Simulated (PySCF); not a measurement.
Species: C6H11F3.
Cartesian coordinates in Å at the PBE0-D3(BJ)/def2-SVP level; atoms count from 1:
```xyz
20
C6H11F3 angstrom
C      1.688    1.102    0.281
C      0.727    0.179   -0.463
C      1.171   -1.276   -0.345
C     -0.726    0.433   -0.009
C     -1.063   -0.086    1.384
C     -1.747   -0.067   -1.012
F     -1.497    0.389   -2.246
F     -1.794   -1.405   -1.091
F     -2.979    0.343   -0.686
H      2.712    0.984   -0.104
H      1.717    0.876    1.359
H      1.406    2.160    0.166
H      0.767    0.460   -1.529
H      2.188   -1.393   -0.749
H      1.200   -1.604    0.706
H      0.509   -1.959   -0.894
H     -0.877    1.527   -0.020
H     -1.032   -1.184    1.421
H     -0.351    0.302    2.126
H     -2.070    0.233    1.687
```

Level of theory: TDDFT CAM-B3LYP/def2-SVPD, vertical, gas phase, core orbitals frozen in the response (PySCF 2.14.0, density-fitted response routines).

Ground-to-excited transition dipoles (e·a0, same axes as the geometry; the sign carries no meaning), for the states with f of 0.002 or more among the lowest 8:

```csv
state,E (eV),μx,μy,μz
S2,9.276,0.260,0.132,0.065
S3,9.331,-0.101,0.450,0.062
S4,9.747,-0.001,-0.127,-0.168
S5,9.788,0.115,-0.233,0.352
S6,9.885,-0.179,-0.064,-0.156
S7,9.969,0.288,0.018,-0.085
S8,10.025,-0.360,0.237,0.029
```

(1) Work out the oscillator strengths.

(2) What angle do the transition dipoles of S2 and S7 make?

(3) What peak molar absorption coefficient would the strongest computed level give as a lone Gaussian band 0.5 eV wide at half height?

Answers

(1) f = (2/3) ΔE |μ|² with ΔE in hartree (27.2114 eV).

```
state  |μ|² (au)  |μ| (D)      f
   S2      0.089     0.76  0.020
   S3      0.216     1.18  0.049
   S4      0.044     0.54  0.011
   S5      0.191     1.11  0.046
   S6      0.061     0.63  0.015
   S7      0.091     0.76  0.022
   S8      0.186     1.10  0.046
```

(2) |cos θ| = |μa·μb| / (|μa| |μb|) = 0.80, so θ ≈ 37° (taken between 0 and 90°, since the signs are arbitrary).

(3) ε(max) = 2.175×10⁸ f / FWHM, with the width in cm⁻¹. S3: 2.175×10⁸ × 0.0494 / 4033 ≈ 2700 L mol⁻¹ cm⁻¹.

All these states lie below the vertical ionisation energy of 11.66 eV (ΔSCF).

Time: 9.9 min of wall time; peak memory 1.5 GiB. Hardware: Arm Neoverse V1, one thread, no GPU (shared host).

One conformer stands for the species.

Without π bonds the low states may be Rydberg-like; a valence basis with one diffuse set may place them up to an eV too high.
